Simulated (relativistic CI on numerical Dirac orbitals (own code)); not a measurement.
# Ir3+: resonant inelastic scattering at the O2,3 edge

Computed with this model: Dirac-Coulomb-Breit CI, KLI orbitals optimised for each configuration, model QED (radiative potential, 1s self-energy scaled to tabulated hydrogen-like ionisation energies), valence Slater integrals scaled by 0.7, Kramers-Heisenberg scattering through one core-hole configuration in a parametric crystal field; configurations [Xe] 4f14 5d6 → [Kr] 4d10 4f14 5s2 5p5 5d7; 300 K; core-hole width 1 eV; summed over polarisations. Incident energies are the highest absorption maxima for each field (at most a few, so the weaker spin-orbit partner edge can be absent), on the computed scale of the free ion. Intensities are in per cent of the strongest line above 0.02 eV; levels within 1 cm⁻¹ are merged; final levels count from the ground level, the first row holds all elastic scattering, lines under 0.4 are left out and each table stops after 24 rows. The scale of the Slater integrals is a model choice and moves the terms in proportion.

Field parameters in Wybourne normalisation: Td as Oh with Dq negative (B⁴₀ = 21Dq, B⁴₄ = √(5/14) B⁴₀). The field is a parameter set, without covalency.

S is read from ⟨S²⟩ = S(S + 1).

Td, 10Dq = -3100 cm⁻¹:

```
Final level (eV)  Degeneracy  Irrep     S  48.4 eV  50.6 eV  51.5 eV
           0.000           1     A1  1.83     88.0    209.6    275.1
           0.015           2      E  1.80     12.2     32.9     40.7
           0.020           3     T1  1.83     23.6     54.5    100.0
           0.063           3     T2  1.76     12.5     38.2     46.2
           0.582           1     A2  1.93      0.1      1.9      3.4
           0.617           3     T2  1.71      1.4      7.4     11.2
           0.625           2      E  1.59      1.4      8.2     15.2
           0.849           3     T2  1.79      0.5      6.1      7.1
           0.883           3     T1  1.90      1.1      6.0      5.3
           1.117           1     A1  1.73      0.2      1.3      5.3
           1.127           3     T1  1.82      0.4      2.0      4.6
           1.362           3     T2  1.09      0.2     11.6     14.3
           1.541           2      E  1.09      0.4      9.1     12.2
           1.603           3     T1  1.04      0.8     10.5     12.9
           1.636           1     A1  1.01      0.3      5.2      5.3
           1.893           2      E  1.06      0.2      2.2      4.5
           1.927           3     T2  1.00      0.1      1.1      1.1
           1.945           3     T1  0.97      0.1      1.5      4.2
           1.970           3     T1  0.95      0.3      2.2      4.1
           1.986           3     T2  1.10      0.2      2.9      2.3
           2.002           1     A1  0.94      0.1      1.1      2.1
           2.017           2      E  1.06      0.1      0.9      2.4
           2.057           3     T1  0.99      0.4      3.7      2.6
           2.062           3     T2  0.92      0.3      2.0      1.2
```

Td, 10Dq = -7050 cm⁻¹:

```
Final level (eV)  Degeneracy  Irrep     S  48.5 eV  50.8 eV  54.1 eV
           0.000           2      E  1.73    136.3    368.7     94.6
           0.003           1     A1  1.81      7.0     24.4      2.0
           0.048           3     T1  1.81     43.9    100.0     10.0
           0.098           3     T2  1.67     16.7     48.6      6.0
           0.532           1     A2  1.94      0.1      8.0      6.6
           0.756           3     T2  1.59      5.7     24.9      9.5
           0.805           2      E  1.46      6.3     27.6      2.0
           1.044           3     T2  1.47      0.4     33.4      6.6
           1.192           3     T1  1.83      2.6     26.1     14.7
           1.250           3     T2  1.48      1.0     20.1     13.1
           1.358           1     A1  1.53      0.7      4.5      3.0
           1.393           2      E  1.27      0.4     13.2     18.1
           1.427           3     T1  1.64      1.8      7.0     11.6
           1.511           1     A1  1.23      0.4      9.9      3.3
           1.515           3     T1  1.35      1.3      9.6     12.5
           1.844           2      E  1.06      0.3      8.4     10.7
           1.910           3     T2  1.19      0.2      6.5     12.2
           1.962           3     T1  0.97      0.2      2.4     18.3
           2.040           1     A2  0.95      0.0      0.3      3.7
           2.053           3     T2  1.16      0.3      4.8     13.5
           2.072           2      E  1.11      0.3      1.7      6.0
           2.135           3     T1  0.99      0.6      3.5     12.7
           2.181           3     T2  0.95      0.3      8.0     18.1
           2.234           3     T1  0.97      0.6      3.4      8.0
```

For the first field the strongest loss at the lowest incident energy is the level at 0.02 eV (S = 1.83, against 1.82 in the thermal ground state). Levels of other spin, the first over 8 % at 1.36 eV, appear because spin-orbit coupling of the core hole, and in heavier ions of the valence shell too, mixes spins.
